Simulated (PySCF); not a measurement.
## ReS3, doublet: structure and spectrum

Computed with UPBE/[Re def2-SVP with ECP60, S def2-SVP], scalar-relativistic core potentials, density fitting, no spin–orbit coupling, PySCF.

The structure is a minimum.

```xyz
4
charge 0 multiplicity 2, angstrom
Re    0.0000    0.0000    0.1829
S     2.0612    0.0000   -0.3502
S    -1.0306    1.7850   -0.3502
S    -1.0306   -1.7850   -0.3502
```

```
Point group                                                                   : C3v
Bond lengths                                                                  : Re–S 2.129 Å (×3)
Bond angles                                                                   : S–Re–S 114.0° (×3)
Rotational constants                                                          : 0.07602, 0.07602, 0.04137 cm⁻¹
Enthalpy at 298.15 K above 0 K                                                : 16.61 kJ/mol
Principal quadrupole moments (Buckingham, traceless) about the centre of mass : -1.24, -1.24, 2.49 D Å
Heat capacity Cp at 298.15 K                                                  : 72.1 J/(mol K)
Zero-point energy                                                             : 12.1 kJ/mol
Spin squared ⟨S²⟩                                                             : 0.758
Lowest empty level (β)                                                        : -5.30 eV
Principal polarisabilities                                                    : 56.1, 105.6, 105.6 bohr³
Rotational symmetry number                                                    : 3
Highest occupied level (α)                                                    : -6.43 eV
Atomisation energy without zero-point energy                                  : 1432 kJ/mol
Entropy at 298.15 K and 1 bar (electronic part: spin only)                    : 335.7 J/(mol K)
Dipole moment                                                                 : 0.98 D
```

Harmonic modes (masses in u: Re 186.956, S 31.972):
| symmetry | ω (cm⁻¹) | IR (km/mol, summed over degenerate members) | μ (u) |
| --- | --- | --- | --- |
| a1 | 114 | 0.3 | 42.67 |
| e | 169 | 2.2 | 34.92 |
| a1 | 521 | 0.8 | 32.97 |
| e | 528 | 76.6 | 38.70 |

In C3v the vibrations span 2a1 + 2e.

Charges (e):
```
  atom  Mulliken  Löwdin  polar tensor  spin (Mulliken)  Mayer order to Re1
   Re1      0.29   -0.81          0.82             1.03                   –
S2,3,4     -0.10    0.27         -0.27            -0.01                2.00
```

Mulliken populations on Re1 (electrons outside its core potential): s 2.71, p 6.41, d 5.53, f 0.06.

Formally Re is in oxidation state +6, d1, with 1 unpaired electron. The Mulliken spin on Re is 1.03. The polar-tensor charge on Re, 0.82, is far below the formal one.

Only a few start shapes were tried, so a lower isomer may exist. With open d or f shells other occupations or spin states may lie lower. With an element this heavy the missing spin–orbit coupling can shift these numbers.

The final relaxation and frequency run took 51 s on 4 threads of a shared Intel Xeon Platinum 8488C (Sapphire Rapids) host, with 86 basis functions and 10 gradients; the process peaked at 0.94 GiB.
